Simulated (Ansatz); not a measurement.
`[SiH3]OB(O[SiH3])O[SiH3]` + H₂O → `OB(O[SiH3])O[SiH3]` + `O[SiH3]`  (formal hydrolysis of a B–O bond)

Computed with Ansatz on PBE0-D4/def2-TZVP structures; ΔE is electronic, products minus reactants. CCSD(T)/CBS is the MP2 limit (def2-TZVPP, def2-QZVPP) plus CCSD(T) − MP2 in def2-TZVPP, frozen cores. This one scheme is used for every species. Each species was taken in one conformer, which may not be the lowest.

```csv
species,CCSD(T)/CBS(def2) energy (Eh)
`[SiH3]OB(O[SiH3])O[SiH3]`,-1123.23605
H₂O,-76.37941
`OB(O[SiH3])O[SiH3]`,-832.91694
`O[SiH3]`,-366.69042
```

(1) Work out ΔE.

Largest T1 diagnostic among the species: 0.012.

Results:

(1) ΔE = (-832.91694) + (-366.69042) − (-1123.23605) − (-76.37941) = 0.00810 Eh = +21.3 kJ/mol.

The D4 term adds +6.0 kJ/mol with B3LYP and +3.9 kJ/mol with PBE0; it sums over pairs of atoms, weighted by their polarisabilities, and B3LYP, whose exchange is more repulsive, gets the larger term.

B3LYP here is the variant with VWN-RPA as its local correlation; programs differ in this.
